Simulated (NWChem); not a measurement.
Species: C3H6OSi; SMILES C(=C)[SiH2]C=O

```xyz
11

C      0.5595    -2.3965    -0.3244
C      0.5277    -1.2408     0.3523
Si    -0.8559    -0.0006     0.1989
C     -0.1399     1.7388    -0.2644
O      0.9263     2.1174     0.1855
H     -0.2336    -2.6895    -1.0103
H      1.3810    -3.1046    -0.2242
H      1.3592    -1.0067     1.0184
H     -1.5745     0.2063     1.4880
H     -1.8358    -0.4401    -0.8333
H     -0.7223     2.4187    -0.9370
```
Atoms are numbered in this order, from 1.

Coordinates come from a B3LYP/6-31G* (spherical d) optimisation.

Task: Give the principal values of the shielding tensors (ppm) of C1, C2, Si3, C4, O5 from PBE0/pcSseg-1, GIAO (NWChem), with their diamagnetic and paramagnetic parts as GIAO splits them.

Result: 
| atom | σ11 | σ22 | σ33 | isotropic | diamagnetic | paramagnetic |
|---|---|---|---|---|---|---|
| C1 | -91.3 | 40.7 | 160.9 | 36.8 | 256.1 | -219.3 |
| C2 | -69.6 | 34.5 | 181.6 | 48.9 | 260.1 | -211.2 |
| Si3 | 350.6 | 422.1 | 455.7 | 409.5 | 880.5 | -471.0 |
| C4 | -188.4 | -93.3 | 91.6 | -63.3 | 253.3 | -316.6 |
| O5 | -1737.0 | -587.4 | 408.5 | -638.6 | 401.9 | -1040.6 |
